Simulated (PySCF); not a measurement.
PySCF 2.14 output of an unrestricted M06-L calculation on a single atom or ion in 6-31G* (3s2p1d, 14 functions), with no relativity, point nucleus:

```
SCF conv_tol = 1e-09
number electrons alpha = 2  beta = 1
    Y. Zhao and D. G. Truhlar.,  J. Chem. Phys. 125, 194101 (2006)
    Y. Zhao and D. G. Truhlar.,  J. Chem. Phys. 125, 194101 (2006)
    Y. Zhao and D. G. Truhlar.,  Theor. Chem. Acc. 120, 215 (2008)
cycle= 1 E= -14.3325485362936  delta_E= -0.000162  |g|= 0.0018  |ddm|= 0.0236
cycle= 2 E= -14.332552264195  delta_E= -3.73e-06  |g|= 0.000365  |ddm|= 0.00634
cycle= 3 E= -14.3325525414752  delta_E= -2.77e-07  |g|= 5.15e-05  |ddm|= 0.00211
cycle= 4 E= -14.3325525471174  delta_E= -5.64e-09  |g|= 1.2e-07  |ddm|= 0.000349
cycle= 5 E= -14.3325525471174  delta_E= -1.95e-14  |g|= 1.06e-10  |ddm|= 8.32e-07
converged SCF energy = -14.3325525471174  <S^2> = 0.75001697  2S+1 = 2.000017
```

The run itself started from symmetry-adapted Hartree-Fock orbitals and held the occupation by maximum overlap, on a logarithmic radial grid, so the iterations belong to that start.

Which element, charge and spin multiplicity is this?

Be⁺ (beryllium, charge +1), multiplicity 2; the state was [He] 2s1, 2S determinant.
